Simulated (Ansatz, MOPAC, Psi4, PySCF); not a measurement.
Noncovalent pair: GeH4 (SMILES [GeH4]) (first 5 atoms) with C2H6O (SMILES COC); geometry from B3LYP-D3(BJ)/def2-TZVP, rigid monomers moved along the line of their centres of mass till Ge1···O7 is 3.61 Å.
(charge 0, multiplicity 1):
| atom | x (Å) | y (Å) | z (Å) |
|---|---|---|---|
| Ge | 0.2755 | 0.0049 | 0.6678 |
| H | -0.1896 | -1.4293 | 0.9469 |
| H | -0.7187 | 1.0111 | 1.2663 |
| H | 0.3199 | 0.2217 | -0.8582 |
| H | 1.6785 | 0.2426 | 1.2390 |
| C | 0.4216 | 0.8830 | 4.8098 |
| O | 0.0354 | -0.3560 | 4.2560 |
| C | -1.3090 | -0.6797 | 4.5370 |
| H | 0.3312 | 0.8756 | 5.9034 |
| H | -0.1891 | 1.7045 | 4.4137 |
| H | 1.4624 | 1.0505 | 4.5381 |
| H | -1.4813 | -0.7610 | 5.6176 |
| H | -1.5173 | -1.6399 | 4.0683 |
| H | -1.9943 | 0.0745 | 4.1291 |

Interaction energies are E(AB) − E(A) − E(B) at the monomers' geometry in the complex; basis-set methods are counterpoise corrected.

Frozen-core correlation. Filled d and f shells under p-block atoms count as core. The state reached by AM1, PM3, PM7 isn't checked; PM7 holds dispersion and hydrogen-bond terms.

The values were computed with Ansatz (Gaussian orbitals); MOPAC for AM1, PM3, PM7 (differences of heats of formation); Psi4 for SAPT; PySCF for the dispersion terms. Each number belongs to the level named beside it.

```json
[
 {"level": "AM1", "interaction energy (meV)": "20.2"},
 {"level": "PM3", "interaction energy (meV)": "85.0"},
 {"level": "PM7", "interaction energy (meV)": "-48.9"},
 {"level": "PBE/def2-TZVPPD", "interaction energy (meV)": "…"},
 {"level": "r2SCAN-D4/def2-TZVPPD", "interaction energy (meV)": "…"},
 {"level": "B3LYP-D3(BJ)/def2-TZVPPD", "interaction energy (meV)": "-90.2"},
 {"level": "PBE0-D3(BJ)/def2-TZVPPD", "interaction energy (meV)": "-90.3"},
 {"level": "wB97M-V/def2-TZVPPD", "interaction energy (meV)": "-88.5"},
 {"level": "SAPT0/aug-cc-pVDZ", "interaction energy (meV)": "-91.1"}
]
```

Q: Some entries are withheld; supply them.

A: 
- PBE/def2-TZVPPD, interaction energy (meV): -40.5
- r2SCAN-D4/def2-TZVPPD, interaction energy (meV): -82.0

Ansatz is a first-principles code.
